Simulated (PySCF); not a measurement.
A structure optimised at PBE0-D3(BJ)/def2-SVP, used in a PySCF frequency run:

```xyz
14

C     -0.2772     2.4623     0.0000
C      0.6482     1.2906     0.0000
C      0.2595     0.0192     0.0000
C     -1.0501    -0.7254     0.0000
O     -0.3562    -1.9749     0.0000
C      0.9213    -1.3328     0.0000
H     -1.3322     2.1511     0.0000
H     -0.1129     3.1014    -0.8837
H     -0.1129     3.1014     0.8837
H      1.7248     1.5010     0.0000
H     -1.6834    -0.5911     0.8976
H     -1.6834    -0.5911    -0.8976
H      1.5194    -1.5785    -0.8978
H      1.5194    -1.5785     0.8978
```
Charge 0, spin multiplicity 1.

Problem. Write its SMILES, formula and point group.

Solution. CC=C1COC1, C5H8O, Cs

Problem. What are its rotational constants (standard atomic weights)?

Solution. 9.6878, 2.3024, 1.9288 GHz
